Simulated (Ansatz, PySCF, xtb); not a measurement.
Energy difference 5 R1 + R2 → P1 + P2 + 2 P3 + 2 P4, each structure at its B3LYP-D3(BJ)/def2-TZVP stationary point, reached from a drawn start (curvature not checked).
P1, CH4 (SMILES C) (charge 0, multiplicity 1):
```xyz
5

C      0.0000     0.0000     0.0000
H      0.6289     0.6289     0.6289
H     -0.6289    -0.6289     0.6289
H      0.6289    -0.6289    -0.6289
H     -0.6289     0.6289    -0.6289
```
R1: H2 (SMILES [H][H]), charge 0, multiplicity 1.
P2: H2O (SMILES O), charge 0, multiplicity 1.
P3: HCl (SMILES Cl), charge 0, multiplicity 1.
P4: SiH4 (SMILES [SiH4]), charge 0, multiplicity 1.
R2, CH6Cl2OSi2 (SMILES C[Si](Cl)(Cl)O[SiH3]) (charge 0, multiplicity 1):
```xyz
12

Si    -0.7212     0.1462     0.4645
O      0.7234    -0.0538    -0.2312
Si     2.3549     0.1067    -0.0406
C     -2.0751    -0.3743    -0.6722
Cl    -0.9398     2.1281     0.9832
Cl    -0.7789    -0.9564     2.2040
H      2.8074    -0.7227     1.0963
H      2.9889    -0.3553    -1.2918
H      2.6901     1.5251     0.2069
H     -3.0473    -0.2376    -0.1985
H     -1.9582    -1.4270    -0.9343
H     -2.0443     0.2208    -1.5863
```

P less R. No zero-point or thermal terms. One arrangement of each flexible species, with no search for the lowest.

Frozen-core correlation throughout.

Codes used: Ansatz (Gaussian basis) for Hartree–Fock, density functionals and correlated methods; PySCF for the D3/D4 terms; xtb for the GFN methods. All values are computed, each at the level named.

| level | reaction energy (eV) |
|---|---|
| GFN1-xTB | 2.919 |
| PBE/def2-TZVPP | 2.851 |
| BLYP-D3(BJ)/def2-TZVPP | 3.247 |
| BLYP-D4/def2-TZVPP | 3.306 |
| r2SCAN-D4/def2-TZVPP | 3.432 |
| B3LYP/def2-TZVPP | 2.805 |
| PBE0/def2-TZVPP | 2.847 |
| CAM-B3LYP/def2-TZVPP | 2.882 |
| B2PLYP-D4/def2-TZVPP | … |

### Question
Fill in the missing entries.

### Answer

- B2PLYP-D4/def2-TZVPP, reaction energy (eV): 3.267

Ansatz is a first-principles code.
